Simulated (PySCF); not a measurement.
**O (oxygen, neutral) across methods**

[He] 2s1 2p5, high-spin 3P determinant (an excited configuration). Computed with PySCF 2.14 in dyall-acv3z (15s9p4d2f, 76 functions), with no relativity, point nucleus.

```
   method  E (hartree)  mean ε 2s α (eV)  mean ε 2p α (eV)  mean ε 2p β (eV)  Σ⟨r²⟩ (bohr²)   ⟨S²⟩
CAM-B3LYP     -74.5250           -30.864           -14.657           -10.927          12.18  2.011
      PBE     -74.4825           -25.932           -10.837            -7.796          12.24  2.008
      UHF    -74.19961           -40.161           -19.851           -12.134          12.10  2.042
     MN15     -74.5417           -28.920           -13.666           -10.559          11.97  2.006
      LDA     -74.0062           -25.666           -10.968            -7.865          12.28  2.009
      M06     -74.5220           -29.288           -12.983            -9.255          11.97  2.013
    B97-3     -74.5152           -29.684           -13.185            -9.340          12.02  2.012
     PBE0     -74.4667           -29.551           -13.143            -9.208          12.08  2.012
```

**Question.** Estimate the same row for r2SCAN.

**Answer.** E (hartree) = -74.5072; mean ε 2s α (eV) = -27.777; mean ε 2p α (eV) = -11.598; mean ε 2p β (eV) = -7.904; Σ⟨r²⟩ (bohr²) = 12.06; ⟨S²⟩ = 2.015.
